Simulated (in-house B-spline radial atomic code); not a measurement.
Values are calculated unless marked as measured or tabulated.
## Impurity-limited mobility of n-type InAs at n = 9.2441e15 cm⁻³, compensation 0.1

For InAs the NSM archive of the Ioffe Institute lists m* = 0.023 m0 and ε = 15.15.

One parabolic, isotropic band at zero temperature, uniform dielectric constant, impurities scattering independently, no phonons and no central-cell term; real bands flatten as E_F rises, which lowers the mobility at the highest densities. In effective units each ion is a point charge Z in an electron gas; its screened potential is solved self-consistently in the LDA with open boundaries (B-splines, partial waves to l = 16), which gives the phase shifts δ_l at the Fermi level.

(1) Put the electron gas into effective units.

Self-consistent phase shifts (rad):

```csv
l,"donor, Z = +1","acceptor, Z = −1"
0,0.5572,-0.4645
1,0.1566,-0.1605
2,0.0535,-0.0599
3,0.0200,-0.0233
4,0.0078,-0.0093
5,0.0031,-0.0038
6,0.0013,-0.0015
7,0.0005,-0.0006
8,0.0002,-0.0003
```

With all partial waves the Friedel sums are 1.000 and -1.001, and Σ (l + 1) sin²(δ_l − δ_(l+1)) is 0.17736 for the donor and 0.11477 for the acceptor. The screened donor binds no level.

(2) Find the transport cross sections, and compare them with the Born approximation for Thomas-Fermi screening (Brooks-Herring).

(3) With N_A/N_D = 0.1 and n = N_D − N_A, what are the mobility and the resistivity?

Answers

(1) a* = 0.0529177 nm × 15.15/0.023 = 34.86 nm and Ha* = 27211.386 meV × 0.023/15.15² = 2.727 meV. From 4π (r_s a*)³/3 = 1/n, r_s = 0.848. Then k_F = 1.91916/r_s = 2.2632 per a*, E_F = k_F²/2 = 2.5609 Ha* = 6.98 meV, and Mott's number n^(1/3) a* = 0.732.

(2) σ_tr = (4π/k_F²) × sum: 0.4351 a*² for the donor and 0.2816 a*² for the acceptor. Thomas-Fermi gives q_s² = 4k_F/π = 2.8815, so b = 4k_F²/q_s² = 7.110, and σ_Born = (2π/k_F⁴)(ln(1 + b) − b/(1 + b)) = 0.2395 × 1.2164 = 0.2913 a*² for either sign. The donor scatters 1.49 times and the acceptor 0.97 times as much. Two things differ from Brooks-Herring. First order with Lindhard's response and the LDA kernel gives 1.28 times σ_Born for either sign: screening weakens at large momentum transfer, and the exchange-correlation potential of the screening charge adds to the ion's own, which is the larger part in a thin gas. Higher orders then split the signs, leaving the donor at 1.16 and the acceptor, which keeps the electrons out, at 0.75 of that.

(3) N_D = 1.03e16 and N_A = 1.03e15 cm⁻³. μ = e/(ħ k_F Σ N σ_tr), with e/ħ = 15.193 cm²/(V·s) per nm². Here k_F = 0.06493 nm⁻¹, a*² = 1215 nm², 1 cm⁻³ = 1e-21 nm⁻³, and Σ N σ_tr = 0.005782 nm⁻¹, a mean free path of 173 nm. So μ = 40500 cm²/(V·s) and ρ = 1/(n e μ) = 0.0167 Ω·cm. Brooks-Herring would give 58500 cm²/(V·s). k_F times the mean free path is 11.2.
